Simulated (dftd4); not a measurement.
Cl4Zr (SMILES [Cl][Zr]([Cl])([Cl])[Cl]), singlet, geometry from GFN2-xTB (such geometries of metal compounds can be far from the true shape); D4 for tpssh (dftd4 4.2.0).

Input for dftd4:
```
$ dftd4 mol.xyz --func tpssh --charge 0 --json dftd4.json --noedisp

# file mol.xyz
5

Zr    -0.00000000     0.00000000     0.00000000
Cl     1.79919529    -0.56519177    -1.22978742
Cl     0.64651622     0.46587134     2.10568355
Cl    -0.98544887     1.81277582    -0.90092002
Cl    -1.46026264    -1.71345538     0.02502389
```

The log (banner, timings and long lists left out):

```
                    ____  _____ _____     ____  _  _
      -------------|  _ \|  ___|_   _|---|  _ \| || |------------
     |             | | | | |_    | | ___ | | | | || |_           |
     |             | |_| |  _|   | ||___|| |_| |__   _|          |
     |             |____/|_|     |_|     |____/   |_|            |
     |             ===================================           |
     |            E. Caldeweyher, S. Ehlert & S. Grimme          |
     |          Mulliken Center for Theoretical Chemistry        |
     |                    University of Bonn                     |
      -----------------------------------------------------------

Rational (Becke-Johnson) damping: tpssh-D4-ATM
---------------------
  s6         1.0000
  s8         1.8590
  s9         1.0000
  a1         0.4429
  a2         4.6023
 alp        16.0000
--------------------

Dispersion energy:      -1.0414082797924E-02 Eh

[Info] JSON dump of results written to 'dftd4.json'
```
